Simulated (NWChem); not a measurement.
SiH$_{3}$Cl; SMILES Cl[SiH3]

```xyz
5

Si     0.0000     0.0000    -0.9600
Cl     0.0000     0.0000     1.1078
H     -0.7872    -1.1686    -1.4420
H      1.4056    -0.0975    -1.4420
H     -0.6184     1.2661    -1.4420
```
Atoms are numbered in this order, from 1.

Structure relaxed at the PBE0/def2-SVP level.

**Question.** Give the principal values of the shielding tensors (ppm) of Si1, Cl2 from PBE/pcSseg-1, GIAO (NWChem), with their diamagnetic and paramagnetic parts as GIAO splits them.

**Answer.** 
```json
[
 {"atom": "Si1", "σ11": "327.8", "σ22": "327.8", "σ33": "442.1", "isotropic": "365.9", "diamagnetic": "880.1", "paramagnetic": "-514.2"},
 {"atom": "Cl2", "σ11": "995.3", "σ22": "1040.9", "σ33": "1040.9", "isotropic": "1025.7", "diamagnetic": "1148.7", "paramagnetic": "-123.0"}
]
```
